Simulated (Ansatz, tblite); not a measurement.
Removing and adding an electron: TCNQ, `N#CC(C#N)=c1ccc(=C(C#N)C#N)cc1`. The state is a singlet with charge 0. Geometry: PBE-D4/def2-SVP. Ansatz, gas phase; energy differences of separate SCF runs; the oxidised species was run as a doublet alone; the reduced species was run as a doublet alone.

Cartesian coordinates in Å:
```
N -1.784 -4.391 0.090
C -1.152 -3.571 -0.468
C -0.387 -2.568 -1.135
C 0.173 -2.918 -2.400
N 0.640 -3.195 -3.443
C -0.194 -1.292 -0.571
C -0.769 -0.954 0.711
C -0.582 0.287 1.259
C 0.195 1.292 0.571
C 0.387 2.568 1.135
C 1.151 3.572 0.468
N 1.782 4.391 -0.091
C -0.174 2.918 2.399
N -0.641 3.196 3.442
C 0.770 0.954 -0.710
C 0.583 -0.287 -1.259
H -1.362 -1.714 1.242
H -1.023 0.536 2.236
H 1.363 1.713 -1.241
H 1.024 -0.536 -2.236
```

The xTB rows come from tblite.

(1) Estimate orbital energies and vertical ionisation energies and electron affinities at: GFN1-xTB; GFN2-xTB; PBE-D4/def2-SVP; PBE0-D4/def2-SVP.

## Answers

(1) 
| level | −HOMO (eV) | vertical IE (eV) | −LUMO (eV) | vertical EA (eV) | HOMO–LUMO gap (eV) | IE − EA (eV) | remarks |
| --- | --- | --- | --- | --- | --- | --- | --- |
| GFN1-xTB | 12.03 | 14.18 | 10.88 | 8.72 | 1.15 | 5.46 | – |
| GFN2-xTB | 11.69 | 13.93 | 10.54 | 8.29 | 1.16 | 5.65 | – |
| PBE-D4/def2-SVP | 6.84 | 8.93 | 5.45 | 3.39 | 1.39 | 5.54 | – |
| PBE0-D4/def2-SVP | 7.69 | 9.08 | 5.08 | 3.67 | 2.61 | 5.42 | spin-contaminated (⟨S²⟩ 0.83) (+1 doublet) |

Relaxing the reduced species (PBE-D4/def2-SVP) changes its energy by -0.08 eV at PBE-D4/def2-SVP, so the adiabatic electron affinity to this nearest minimum is 3.47 eV. At PBE0-D4/def2-SVP it is 3.68 eV.     Raw xTB energy differences between charge states are shifted by several eV; the methods need an empirical correction for them. Sets without diffuse functions give affinities that are too small.
